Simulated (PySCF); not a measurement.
**SMILES C[C@@]12C[C@@H]1[C@H]2O[SiH3], C₅H₁₀OSi**

Cartesian coordinates in Å; atom numbers follow the order of the lines, from 1:
```xyz
17

C    -1.651   -0.844   -0.356
C    -0.890    0.421   -0.185
C    -1.219    1.700    0.520
C     0.064    0.987    0.816
C     0.491    0.826   -0.609
O     1.400   -0.139   -0.970
Si    2.175   -1.279   -0.121
H    -2.416   -0.726   -1.123
H    -0.976   -1.641   -0.661
H    -2.140   -1.132    0.575
H    -1.996    1.659    1.272
H    -1.186    2.638   -0.024
H     0.504    0.639    1.725
H     0.626    1.713   -1.229
H     1.264   -2.177    0.598
H     3.078   -0.686    0.869
H     2.865   -1.946   -1.212
```

Method: TDDFT PBE0/pcseg-1 circular dichroism and optical rotation, one conformer, gas phase (PySCF 2.14.0). Geometry: GFN2-xTB.

The molecule is flexible and this is one conformer; a measurement averages over conformers. States above about 7.0 eV lie in this functional's continuum (it starts at minus the energy of the highest occupied orbital, well below the true ionisation energy for most functionals) and depend on the basis.

Draw the ECD and absorption spectra from the lowest 12 states, each a Gaussian of half-width 0.25 eV at 1/e height.


```tsv
E (eV)	λ (nm)	Δε (L mol⁻¹ cm⁻¹)	ε (L mol⁻¹ cm⁻¹)
5.87	211	-0.01	9.71
6.02	206	-0.11	74.7
6.17	201	-0.40	280
6.32	196	-0.68	518
6.47	192	-0.30	507
6.62	187	+0.82	364
6.77	183	+1.61	295
6.92	179	+1.49	236
7.07	175	+2.56	439
7.22	172	+7.48	1410
7.37	168	+12.41	2600
7.52	165	+8.43	2640
7.67	162	-5.42	2590
7.82	158	-23.33	4270
7.97	155	-38.23	6120
8.12	153	-46.04	7140
8.27	150	-32.05	8610
```
Δε uses R in velocity form, ε uses f in length form. Only the states computed contribute, so the short-wavelength end is incomplete.

The sign of the CD band at 156 nm isn't settled: the length form gives the opposite one.
